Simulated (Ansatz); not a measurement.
Species: GaF, net charge 1, doublet state. SMILES of the parent species: [F][Ga]
Coordinates optimised at B3LYP-D3(BJ)/def2-TZVP (Ansatz, a first-principles code):
```xyz
2

Ga     0.0000     0.0000    -0.3878
F      0.0000     0.0000     1.3358
```
Charge +1, spin multiplicity 2.

Problem. Give the harmonic wavenumbers at B3LYP-D3(BJ)/def2-TZVP (Ansatz, finite differences of forces, unscaled).

Solution. 677 cm⁻¹. Zero-point energy 1.0 kcal/mol.

Problem. From these and the geometry, give the ideal-gas thermochemistry at 298.15 K and 1 atm (rigid rotor, harmonic oscillator).

Solution. Point group C∞v, rotational symmetry number 1. Rotational constants 11.39, 11.39 GHz. S(trans) 39.36, S(rot) 14.51, S(vib) 0.34, S(elec, spin only) 1.38, S 55.6 cal/(mol K). H(298) - H(0) 2.15 kcal/mol; G - E(el) -13.5 kcal/mol.
